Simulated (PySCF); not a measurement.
Compound: C2H8BF2N.
Atom-mapped SMILES: `[BH3-:1][NH2+:2][CH2:3][CH:4]([F:5])[F:6]` (hydrogens: H7, H8, H9 on B1; H10, H11 on N2; H12, H13 on C3; H14 on C4)

Method: PBE0-D3(BJ)/def2-SVP geometry optimisation, gas phase in PySCF; density fitting, grid level 1; the optimiser is geomeTRIC in internal coordinates, started from a GFN2-xTB structure with every atom displaced at random (about 0.01 Å).

At the end of the run (lengths in Å): B1–H7 1.226, B1–N2 1.630, C4–H14 1.103, B1–H8 1.226, C3–C4 1.507, B1–H9 1.224, C4–F6 1.355, N2–C3–C4 111.5°, C3–C4–F5 109.4°, F5–C4–F6 107.3°, B1–N2–C3 114.2°, B1–N2–C3–C4 180°, N2–C3–C4–F5 -59°, H14–C4–C3–N2 180°, H7–B1–N2–C3 -60°.

**Question.** These geometries were met on the way; a selection of coordinates is given. Order them by energy above the end point, lowest first.
A. B1–H7 1.237, B1–N2 1.624, C4–H14 1.091, B1–H8 1.227, C3–C4 1.520, B1–H9 1.225, C4–F6 1.349, N2–C3–C4 114.8°, C3–C4–F5 108.8°, F5–C4–F6 109.3°, B1–N2–C3 112.6°, B1–N2–C3–C4 176°, N2–C3–C4–F5 -56°, H14–C4–C3–N2 -175°, H7–B1–N2–C3 -55°
B. B1–H7 1.167, B1–N2 1.680, C4–H14 1.134, B1–H8 1.198, C3–C4 1.481, B1–H9 1.203, C4–F6 1.364, N2–C3–C4 111.1°, C3–C4–F5 112.2°, F5–C4–F6 105.6°, B1–N2–C3 113.1°, B1–N2–C3–C4 179°, N2–C3–C4–F5 -59°, H14–C4–C3–N2 -179°, H7–B1–N2–C3 -60°
C. B1–H7 1.226, B1–N2 1.629, C4–H14 1.101, B1–H8 1.226, C3–C4 1.507, B1–H9 1.224, C4–F6 1.356, N2–C3–C4 111.4°, C3–C4–F5 109.3°, F5–C4–F6 107.3°, B1–N2–C3 114.3°, B1–N2–C3–C4 178°, N2–C3–C4–F5 -58°, H14–C4–C3–N2 -179°, H7–B1–N2–C3 -59°
D. B1–H7 1.229, B1–N2 1.631, C4–H14 1.106, B1–H8 1.226, C3–C4 1.514, B1–H9 1.222, C4–F6 1.348, N2–C3–C4 112.6°, C3–C4–F5 110.1°, F5–C4–F6 106.3°, B1–N2–C3 113.5°, B1–N2–C3–C4 177°, N2–C3–C4–F5 -55°, H14–C4–C3–N2 -176°, H7–B1–N2–C3 -57°

**Answer.** C (0.001 eV), D (0.013 eV), A (0.073 eV), B (0.147 eV).

| step | E above end (eV) | rms distance from the end, all atoms (Å) | largest force (eV/Å) | rms shift of all bonds from the end (Å) |
| --- | --- | --- | --- | --- |
| 5 | 0.001 | 0.022 | 0.086 | 0.001 |
| 2 | 0.013 | 0.060 | 0.348 | 0.003 |
| 1 | 0.073 | 0.101 | 1.389 | 0.007 |
| 0 | 0.147 | 0.034 | 2.601 | 0.027 |

Rows stand in the order of the answer.
